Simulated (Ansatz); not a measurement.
Diphenyliodonium hydroxide, `[OH-].c1ccc([I+]c2ccccc2)cc1` was relaxed with PBE-D4 (def2-SVP) in Ansatz in these states: charge -1 doublet, neutral singlet. The geometries follow in no particular order.

In the def2 sets I takes a core potential; there is no spin–orbit coupling.

A:

```tsv
atom	x (Å)	y (Å)	z (Å)
O1	0.0367	0.3273	1.6013
H2	0.0645	1.3069	1.5410
C3	4.9397	0.7450	-0.3875
C4	4.1886	0.6949	-1.5725
C5	2.8034	0.4585	-1.5138
C6	2.1888	0.2747	-0.2699
I7	0.0008	-0.2313	-0.4643
C8	-2.1953	-0.4422	-0.0110
C9	-2.9339	-0.6999	-1.1711
C10	-4.3221	-0.9034	-1.0759
C11	-4.9517	-0.8449	0.1777
C12	-4.1956	-0.5850	1.3323
C13	-2.8064	-0.3811	1.2462
C14	2.9235	0.3226	0.9210
C15	4.3084	0.5580	0.8532
H16	6.0234	0.9325	-0.4317
H17	4.6782	0.8455	-2.5474
H18	2.2129	0.4215	-2.4472
H19	-2.4398	-0.7438	-2.1592
H20	-4.9104	-1.1046	-1.9849
H21	-6.0383	-1.0025	0.2543
H22	-4.6901	-0.5419	2.3157
H23	-2.1915	-0.1769	2.1323
H24	2.4070	0.1762	1.8792
H25	4.8991	0.5937	1.7823
```

B:

```xyz
25

O    -1.0688   -1.7697    0.6060
H    -0.5346   -1.6204    1.4172
C     3.7274   -2.9482   -1.9015
C     4.0307   -1.5847   -2.0570
C     3.1181   -0.6059   -1.6159
C     1.9056   -0.9872   -1.0203
I     0.3113    0.5620   -0.2464
C    -1.5339    1.6772    0.6965
C    -1.6422    3.0759    0.7424
C    -2.7736    3.6817    1.3242
C    -3.7982    2.8838    1.8615
C    -3.6863    1.4817    1.8121
C    -2.5574    0.8770    1.2303
C     1.5991   -2.3490   -0.8644
C     2.5101   -3.3262   -1.3049
H     4.4405   -3.7156   -2.2460
H     4.9844   -1.2823   -2.5246
H     3.3648    0.4645   -1.7421
H    -0.8404    3.7110    0.3225
H    -2.8566    4.7824    1.3590
H    -4.6840    3.3562    2.3180
H    -4.4925    0.8550    2.2329
H    -2.4228   -0.2243    1.1685
H     0.6281   -2.5975   -0.3846
H     2.2714   -4.3976   -1.1838
```

Question: Judge from the bond lengths which geometry belongs to which state (an estimate).

Answer: A is the neutral singlet (O1–I7 2.140 Å, I7–C8 2.252 Å, C6–I7 2.254 Å); B is the charge -1 doublet (O1–I7 2.840 Å, I7–C8 2.353 Å, C6–I7 2.354 Å).

The charge -1 doublet has come apart into loosely held pieces.
